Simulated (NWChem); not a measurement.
Total energies of CSi

```xyz
2

Si     0.0000     0.0000     0.5212
C      0.0000     0.0000    -1.2161
```
Charge 0, spin multiplicity 3.

Program: NWChem. The geometry was optimised at UPBE/def2-SVP, a minimum by its harmonic frequencies.

Basis set: cc-pVTZ (64 functions).

```
method                         total energy (Ha)  relative cost
-----------------------------  -----------------  -------------
UHF                                   -326.64466              1
UMP2                                  -326.80548        under 3
UB2PLYP                               -327.23834        under 3
UPBE                                  -327.19695        under 3
UB3LYP                                -327.41246        under 3
ULC-wPBE (omega 0.3 per bohr)         -327.21445              4
```

Total energies of different functionals aren't comparable as a measure of quality: only differences taken within one method are. Relative cost: rough, from shared machines, SCF included, UHF = 1.

The correlated methods keep 6 core orbitals frozen. B3LYP has NWChem's definition, with VWN1-RPA local correlation. GW and range-separated runs recompute their integrals, the others keep them in memory, which bears on the times. This spin state was chosen for the runs; another may lie lower. The structure started from a generated list of species. The unpaired electrons of the parent sit in orbitals of symmetry a1 and b1 (C2v labels of the run); other states weren't searched. No SCF solution was tested for a lower state. Open-shell Hartree-Fock references start from PBE0 orbitals; any time given for them includes that run.
